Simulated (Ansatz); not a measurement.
BFH4OSSi (`FB(S)O[SiH3]`), relaxed with RKS PBE0-D4/def2-TZVP in the Gaussian-basis code of Ansatz from a PBE-D4/def2-SVP geometry. The force threshold is 0.005 eV/Å; the program also tests the step.

The species carries charge 0 and has multiplicity 1.

Start:

```xyz
9

F    -2.155   -1.333    0.223
B    -1.062   -0.569    0.361
S    -0.662    0.150    1.999
O    -0.283   -0.354   -0.729
Si    1.169    0.456   -1.044
H    -1.740   -0.398    2.624
H     2.301   -0.523   -0.936
H     1.075    0.993   -2.438
H     1.356    1.578   -0.060
```

Question: How much energy does the relaxation release, and in how many steps? (Best estimate.)

Answer: The calculation gave: 4.54 kJ/mol, in 25 steps, 2 of them rejected.

Question: Which bonds change most? (Best estimate.)

Answer: Ansatz gave: O4–Si5 from 1.693 to 1.653 Å; Si5–H7 from 1.500 to 1.481 Å; S3–H6 from 1.361 to 1.342 Å; Si5–H9 from 1.503 to 1.485 Å.

Question: Give the relaxed structure. (An estimate is asked.)

Answer: Ansatz gave: 
```xyz
9

F    -1.991   -1.495    0.279
B    -1.001   -0.616    0.391
S    -0.833    0.352    1.922
O    -0.153   -0.474   -0.641
Si    1.182    0.420   -1.028
H    -1.897   -0.203    2.522
H     2.301   -0.517   -1.280
H     0.871    1.194   -2.252
H     1.522    1.338    0.088
```
